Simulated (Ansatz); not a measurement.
Two isomers of CH6NSbSi: A = `C1[NH][SbH][SiH2]1`, B = `C[N]1[SiH2][SbH]1`.

Calculated with Ansatz (gas phase, PBE0-D4/def2-TZVP geometries, no zero-point term in ΔE). CCSD(T)/CBS adds triple-zeta CCSD(T) − MP2 to the extrapolated MP2 energy (def2 sets, frozen cores). DFT in def2-TZVPP. B3LYP here is the variant with VWN-RPA as its local correlation; programs differ in this. Elements past krypton have def2 core potentials. For Sb outer-core shells are correlated without core-valence functions, which leaves a few kJ/mol of doubt a bond.

Q: Which isomer does CCSD(T)/CBS put lower? Give the gap. (An estimate is asked.)

A: The calculation gave: B, by 23.0 kJ/mol.

Q: Give E(B) − E(A) in kJ/mol with B3LYP-D4, CCSD/def2-TZVPP, r2SCAN-D4, MP2/def2-TZVPP, CCSD(T)/def2-TZVPP, B2PLYP, ωB97M-V. (Best estimate.)

A: Ansatz gave: B3LYP-D4 -29.1, CCSD/def2-TZVPP -22.8, r2SCAN-D4 -26.8, MP2/def2-TZVPP -29.6, CCSD(T)/def2-TZVPP -23.3, B2PLYP -30.4, ωB97M-V -21.1. None reverses the order clearly.

Largest T1 diagnostic: 0.015.
